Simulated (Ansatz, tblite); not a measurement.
Forces on Na2Cl3 at its PBE-D4/def2-SVP geometry. The state is a doublet with charge 0.

The xTB rows come from tblite. At PBE-D4/def2-TZVP the gap within one spin of the charge 0 doublet nearly closes, so an electron or hole may be smeared out by delocalisation error. Another isomer (doublet) lies 0.88 eV lower at PBE0-D4/def2-TZVP; other spin states weren't run for this one.

GFN1-xTB (tblite), largest force 0.28 eV/Å:

```xyz
5
positions Å, forces eV/Å
Na   -0.501    2.410    1.176    0.051   -0.234   -0.142
Na    0.191   -0.896   -0.451    0.001   -0.009   -0.004
Cl    0.650   -3.241   -1.371   -0.034    0.176    0.068
Cl    1.566    1.166    0.448   -0.277   -0.014    0.019
Cl   -1.907    0.561    0.199    0.259    0.080    0.058
```

GFN2-xTB (tblite), largest force 0.40 eV/Å:

```
Na 0.037 -0.164 -0.111
Na 0.020 -0.107 -0.047
Cl -0.029 0.154 0.055
Cl -0.402 -0.009 0.023
Cl 0.374 0.127 0.079
```

PBE-D4/def2-TZVP (Ansatz), largest force 0.11 eV/Å:

```
Na -0.012 0.058 0.032
Na -0.007 0.036 0.014
Cl 0.020 -0.096 -0.039
Cl 0.053 0.009 0.000
Cl -0.053 -0.008 -0.007
```
